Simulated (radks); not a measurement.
Q: The mean radii <r> (bohr) of the occupied orbitals of an atom or ion are listed with their occupations. Calculated with a radial shooting solver on a logarithmic mesh with Libxc functionals: Dirac Kohn-Sham, exchange-only PBE, spin-unpolarised, spherical densities, finite nucleus; Fermi nuclear charge, rms radius of each element as measured or else 0.836 A^(1/3) + 0.57 fm.

orbital  occ.      <r>
1s1/2       2  0.01659
2s1/2       2  0.06925
2p1/2       2  0.05691
2p3/2       4  0.06558
3s1/2       2   0.1800
3p1/2       2   0.1703
3p3/2       4   0.1862
3d3/2       4   0.1619
3d5/2       6   0.1667
4s1/2       2   0.3977
4p1/2       2   0.3993
4p3/2       4   0.4325
4d3/2       4   0.4374
4d5/2       6   0.4479
4f5/2       6   0.4578
4f7/2       8   0.4631
5s1/2       2   0.8210

Name the element and its charge. Open shells, if any, fill j = l - 1/2 first.

A: Z = 80, mercury, charge +18: Hg18+ in [Kr] 4d10 4f14 5s2. The 1s radius gives Z: for a bare nucleus <r> = (2 gamma + 1)/(2Z) with gamma = sqrt(1 - (Z/c)^2), 0.0164 bohr for Z = 80, and screening makes it slightly larger (0.01659 here). The occupations add up to 62, and the charge is Z minus that.
